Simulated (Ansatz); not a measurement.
Si₁₆Bi. The state is a doublet with charge 0. Geometry r2SCAN-D4/def2-SVP.

Cartesian coordinates in Å:
```
Bi -0.116 -3.900 0.958
Si -0.509 -1.281 -2.350
Si 2.588 1.462 -1.336
Si 3.151 -0.715 -0.184
Si -0.948 1.354 1.999
Si 0.711 2.084 0.193
Si 1.376 0.119 1.345
Si -1.731 -1.972 -0.312
Si -1.115 3.473 0.855
Si -0.627 -1.442 1.952
Si -2.584 -0.203 1.094
Si 0.302 1.085 -2.014
Si 0.788 -1.652 -0.199
Si 0.417 0.012 3.490
Si 1.898 -0.803 -2.303
Si -1.769 1.500 -0.412
Si -1.831 0.882 -2.775
```

In the def2 sets Bi takes a core potential; there is no spin–orbit coupling. Single mean-field runs in def2-TZVP are fitted with def2-universal-jkfit. Another isomer (doublet) lies 0.22 eV lower at PBE0-D4/def2-TZVP; other spin states weren't run for this one.

Problem. Estimate the α-spin orbital energies around the gap (eV) in Ansatz with LDA (SPW92)/def2-TZVP, PBE-D4/def2-SVP, PBE-D4/def2-TZVP, r2SCAN-D4/def2-TZVP, PBE0-D4/def2-SVP.

Solution. 
```
orbital  LDA (SPW92)/def2-TZVP  PBE-D4/def2-SVP  PBE-D4/def2-TZVP  r2SCAN-D4/def2-TZVP  PBE0-D4/def2-SVP
 HOMO−9                  -6.52            -6.51             -6.38                -6.61             -7.40
 HOMO−8                  -6.48            -6.50             -6.34                -6.58             -7.37
 HOMO−7                  -6.44            -6.46             -6.31                -6.56             -7.34
 HOMO−6                  -6.20            -6.20             -6.06                -6.29             -7.05
 HOMO−5                  -6.02            -6.01             -5.88                -6.09             -6.80
 HOMO−4                  -5.97            -5.96             -5.82                -6.04             -6.78
 HOMO−3                  -5.58            -5.55             -5.43                -5.61             -6.31
 HOMO−2                  -5.36            -5.34             -5.22                -5.41             -6.10
 HOMO−1                  -5.22            -5.18             -5.07                -5.22             -5.89
   HOMO                  -4.80            -4.81             -4.70                -4.89             -5.52
   LUMO                  -3.68            -3.59             -3.51                -3.52             -3.13
 LUMO+1                  -3.60            -3.50             -3.43                -3.43             -3.02
 LUMO+2                  -3.56            -3.47             -3.39                -3.38             -2.98
 LUMO+3                  -3.23            -3.11             -3.05                -2.99             -2.58
 LUMO+4                  -2.93            -2.80             -2.75                -2.71             -2.25
 LUMO+5                  -2.87            -2.74             -2.70                -2.66             -2.21
 β HOMO                  -5.18            -5.14             -5.03                -5.17             -5.83
 β LUMO                  -4.64            -4.57             -4.45                -4.48             -4.20
```
